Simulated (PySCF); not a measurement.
# Assignment exercise: C₆H₁₄O

Cartesian coordinates in Å; atom numbers follow the order of the lines, from 1:
```xyz
21

C     2.941    0.153   -0.845
C     2.318   -0.508    0.372
O     0.924   -0.630    0.302
C     0.209    0.556    0.493
C    -1.279    0.249    0.544
C    -1.743   -0.429   -0.739
C    -2.070    1.516    0.838
H     4.039    0.121   -0.777
H     2.637   -0.373   -1.763
H     2.645    1.208   -0.942
H     2.608    0.039    1.293
H     2.704   -1.535    0.475
H     0.525    1.046    1.439
H     0.402    1.285   -0.323
H    -1.423   -0.459    1.379
H    -1.646    0.254   -1.600
H    -2.799   -0.732   -0.669
H    -1.136   -1.322   -0.946
H    -1.933    2.263    0.038
H    -3.147    1.302    0.907
H    -1.759    1.981    1.787
```

PySCF 2.14.0 with density-fitted response routines calculation with GIAO HF/pcSseg-1 shieldings, coordinates at the PBE0-D3(BJ)/def2-SVP level and J couplings at B3LYP/pcJ-1 (without the spin–dipole term); non-relativistic Hamiltonian, single conformer, no solvent model, one averaged value for each set of equivalent atoms.

Scale: $^{13}$C (σref 190.85), $^{1}$H (σref 31.69) against TMS (reference shieldings calculated alike).

Q: Assign these signals to the numbered atoms. $^{13}$C{$^{1}$H} NMR (computed): δ 67.9 (CH2), 59.6 (CH2), 26.8 (CH), 19.7 (CH3), 15.4 (CH3).

A: 
67.9 → C4, sp3 CH2 bonded to O: the inductive effect lowers its shielding
59.6 → C2, sp3 CH2 bonded to O
26.8 → C5, sp3 CH: aliphatic region, no heteroatom directly attached
19.7 → C6/C7, methyl carbon: aliphatic region, no heteroatom directly attached
15.4 → C1, methyl carbon

Q: Assign these signals to the numbered atoms. $^{1}$H NMR (600 MHz, computed): δ 3.21 (q, J = 7.8 Hz, 2H), 2.53 (d, J = 6.8 Hz, 2H), 1.34 (nonet, J = 7.3 Hz, 1H), 1.15 (t, J = 7.8 Hz, 3H), 0.89 (d, J = 7.4 Hz, 6H).

A: 
```tsv
δ (ppm)	atoms	environment	reason
3.21	H11/H12	hydrogen on an sp3 CH2 bonded to O	its carbon carries O, an electronegative neighbour
2.53	H13/H14	hydrogen on an sp3 CH2 bonded to O	–
1.34	H15	hydrogen on an sp3 CH	–
1.15	H8/H9/H10	hydrogen on a methyl carbon	–
0.89	H16/H17/H18/H19/H20/H21	hydrogen on a methyl carbon	far from electronegative atoms and π systems
```

Multiplet labels drop couplings under 1 Hz and merge nearly equal ones. Unscaled 3J(H,H) at this level run about 10 % above measured values. Shifts are as computed. Against solution values, carbons near 30 ppm lie about -0 ppm off and those near 130 ppm about +7 ppm. Of 1211 compounds with measured shifts, 218 miss one by over three times the rms of a fit or turn the order of signals round; such compounds aren't used in these exercises. Chain 3J(H,H) values assume equally populated staggered rotamers: (2 J gauche + J anti)/3.
